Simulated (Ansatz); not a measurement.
Wavefunction ladder for AlH$_{5}$O$_{2}$Si, SMILES `O[SiH2][O][AlH2]`

```
atom   x (Å)   y (Å)   z (Å)
  O1  -1.653  -1.367   0.462
 Si2  -0.476  -0.401   1.075
  O3   0.363   0.362  -0.080
 Al4   1.074   1.169  -1.375
  H5  -1.386  -2.174   0.019
  H6  -1.197   0.581   1.915
  H7   0.487  -1.208   1.871
  H8   1.176   0.406  -2.754
  H9   1.614   2.633  -1.133
```

Charge 0, multiplicity 1. Geometry: relaxed with PBE0-D4/def2-TZVP. It is one conformer, not always the lowest. Frozen core, restricted reference, the Gaussian-basis code of Ansatz. CBS rows extrapolate triple and quadruple zeta; past MP2 they add the triple-zeta difference.

```
     basis     HF (Eh)  MP2 corr.
  def2-SVP  -683.34053   -0.52992
def2-TZVPP  -683.73451   -0.67801
def2-QZVPP  -683.75952   -0.73282
```

Task: Estimate the CCSD correlation energy and the (T) correction in each basis where they were run (hartree).

Result: 
```csv
basis,CCSD corr.,(T)
def2-SVP,-0.56707,-0.01112
def2-TZVPP,-0.70971,-0.02296
CBS(def2),-0.80511,as TZ
```
